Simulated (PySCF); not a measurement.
# Atomic charges against the basis set

Compound: C2H5F3Si.
Geometry (PBE0-D3(BJ)/def2-SVP, Å), atoms numbered from 1 in this order:
```xyz
11
C2H5F3Si angstrom
F     -1.1689    1.5319   -0.7172
C     -1.3521    0.3324   -0.1505
F     -2.4588   -0.1919   -0.6895
F     -1.6065    0.5412    1.1477
C     -0.1604   -0.5601   -0.3434
Si     1.4700    0.0646    0.4019
H     -0.0246   -0.7133   -1.4251
H     -0.3998   -1.5419    0.0933
H      1.3529    0.1901    1.8828
H      2.5181   -0.9452    0.0698
H      1.8433    1.3815   -0.1884
```

PBE0 throughout (PySCF), one geometry, spherical d and f functions. Isolated species at its PBE0-D3(BJ)/def2-SVP geometry, gas phase. Atoms taken as equivalent share a column and are averaged.

Mulliken charges (e):

```json
{"basis": "STO-3G", "functions": "39", "F1/F3/F4": "-0.122", "C2": "+0.331", "C5": "-0.342", "Si6": "+0.544", "H7/H8": "+0.085", "H9/H10/H11": "-0.112"}
{"basis": "6-31G", "functions": "68", "F1/F3/F4": "-0.278", "C2": "+0.795", "C5": "-0.722", "Si6": "+0.553", "H7/H8": "+0.234", "H9/H10/H11": "-0.087"}
{"basis": "pcSseg-0", "functions": "68", "F1/F3/F4": "-0.333", "C2": "+0.985", "C5": "-1.057", "Si6": "+0.554", "H7/H8": "+0.305", "H9/H10/H11": "-0.031"}
{"basis": "6-31G*", "functions": "98", "F1/F3/F4": "-0.300", "C2": "+0.943", "C5": "-0.698", "Si6": "+0.365", "H7/H8": "+0.225", "H9/H10/H11": "-0.053"}
{"basis": "def2-SVP", "functions": "113", "F1/F3/F4": "-0.189", "C2": "+0.531", "C5": "-0.373", "Si6": "+0.367", "H7/H8": "+0.101", "H9/H10/H11": "-0.053"}
{"basis": "cc-pVDZ", "functions": "113", "F1/F3/F4": "-0.172", "C2": "+0.470", "C5": "-0.257", "Si6": "+0.229", "H7/H8": "+0.085", "H9/H10/H11": "-0.032"}
{"basis": "aug-cc-pVDZ", "functions": "187", "F1/F3/F4": "-0.471", "C2": "+1.530", "C5": "-0.075", "Si6": "-0.540", "H7/H8": "-0.149", "H9/H10/H11": "+0.265"}
{"basis": "6-311+G(2d,p)", "functions": "200", "F1/F3/F4": "-0.285", "C2": "+0.713", "C5": "-0.496", "Si6": "+0.405", "H7/H8": "+0.188", "H9/H10/H11": "-0.048"}
{"basis": "def2-TZVP", "functions": "222", "F1/F3/F4": "-0.164", "C2": "+0.452", "C5": "-0.374", "Si6": "+0.140", "H7/H8": "+0.148", "H9/H10/H11": "-0.008"}
{"basis": "cc-pVTZ", "functions": "254", "F1/F3/F4": "-0.163", "C2": "+0.488", "C5": "-0.337", "Si6": "+0.154", "H7/H8": "+0.115", "H9/H10/H11": "-0.015"}
{"basis": "IGLO-III", "functions": "269", "F1/F3/F4": "-0.189", "C2": "+0.473", "C5": "-0.500", "Si6": "+0.713", "H7/H8": "+0.171", "H9/H10/H11": "-0.154"}
```

IAO charges (e):

```tsv
basis	functions	F1/F3/F4	C2	C5	Si6	H7/H8	H9/H10/H11
STO-3G	39	-0.149	+0.445	-0.571	+0.649	+0.144	-0.121
6-31G	68	-0.266	+0.743	-0.573	+0.457	+0.185	-0.066
pcSseg-0	68	-0.263	+0.746	-0.595	+0.445	+0.186	-0.060
6-31G*	98	-0.283	+0.817	-0.589	+0.585	+0.173	-0.104
def2-SVP	113	-0.282	+0.812	-0.587	+0.597	+0.172	-0.107
cc-pVDZ	113	-0.281	+0.811	-0.588	+0.578	+0.174	-0.102
aug-cc-pVDZ	187	-0.289	+0.821	-0.590	+0.580	+0.178	-0.101
6-311+G(2d,p)	200	-0.289	+0.821	-0.600	+0.612	+0.180	-0.108
def2-TZVP	222	-0.291	+0.832	-0.606	+0.621	+0.179	-0.111
cc-pVTZ	254	-0.290	+0.830	-0.603	+0.606	+0.179	-0.107
IGLO-III	269	-0.290	+0.826	-0.604	+0.620	+0.180	-0.111
```

Hirshfeld charges (e):

| basis | functions | F1/F3/F4 | C2 | C5 | Si6 | H7/H8 | H9/H10/H11 |
| --- | --- | --- | --- | --- | --- | --- | --- |
| STO-3G | 39 | -0.093 | +0.250 | -0.123 | +0.352 | +0.017 | -0.078 |
| 6-31G | 68 | -0.101 | +0.261 | -0.165 | +0.285 | +0.058 | -0.065 |
| pcSseg-0 | 68 | -0.100 | +0.256 | -0.168 | +0.312 | +0.049 | -0.066 |
| 6-31G* | 98 | -0.094 | +0.250 | -0.163 | +0.287 | +0.058 | -0.069 |
| def2-SVP | 113 | -0.094 | +0.254 | -0.180 | +0.316 | +0.055 | -0.073 |
| cc-pVDZ | 113 | -0.089 | +0.244 | -0.178 | +0.308 | +0.054 | -0.072 |
| aug-cc-pVDZ | 187 | -0.094 | +0.249 | -0.192 | +0.316 | +0.059 | -0.070 |
| 6-311+G(2d,p) | 200 | -0.097 | +0.249 | -0.185 | +0.321 | +0.059 | -0.071 |
| def2-TZVP | 222 | -0.094 | +0.248 | -0.185 | +0.313 | +0.059 | -0.070 |
| cc-pVTZ | 254 | -0.092 | +0.248 | -0.185 | +0.310 | +0.058 | -0.070 |
| IGLO-III | 269 | -0.096 | +0.249 | -0.187 | +0.312 | +0.059 | -0.068 |

Some averages cover members that differ in this geometry, most widely: H9/H10/H11, Mulliken in aug-cc-pVDZ +0.238 to +0.281; F1/F3/F4, Mulliken in 6-311+G(2d,p) -0.305 to -0.274 e.

Which scheme is steadiest as the basis changes?

Largest range over the bases for any column: Hirshfeld 0.07 e, IAO 0.39 e, Mulliken 1.25 e. Hirshfeld charges move least and Mulliken charges most, counted in e. Without the minimal STO-3G basis the ranges are Hirshfeld 0.04, IAO 0.18, Mulliken 1.25 e.

How much do the charges still move between the two largest bases, cc-pVTZ and IGLO-III?

At most, over all atoms: Mulliken 0.559 e, IAO 0.014 e, Hirshfeld 0.004 e.

What do the same runs give for the total energy, the frontier levels and the dipole moment?

```tsv
basis	energy (Eh)	HOMO (eV)	LUMO (eV)	μ (D)
STO-3G	-659.1584	-5.69	7.67	1.31
6-31G	-667.6023	-9.93	0.98	2.40
pcSseg-0	-666.5286	-10.21	0.90	2.36
6-31G*	-667.7275	-9.62	0.98	1.87
def2-SVP	-667.3786	-9.81	0.95	2.02
cc-pVDZ	-667.7711	-9.69	0.98	1.94
aug-cc-pVDZ	-667.8024	-9.83	-0.22	2.12
6-311+G(2d,p)	-667.8881	-9.87	-0.10	2.20
def2-TZVP	-667.9291	-9.82	0.44	2.08
cc-pVTZ	-667.9110	-9.79	0.57	2.01
IGLO-III	-667.9347	-9.84	0.38	2.12
```

The dipole is fixed by the density alone, so its range of 1.09 D shows that the density itself changes with the basis, not only its division among atoms.
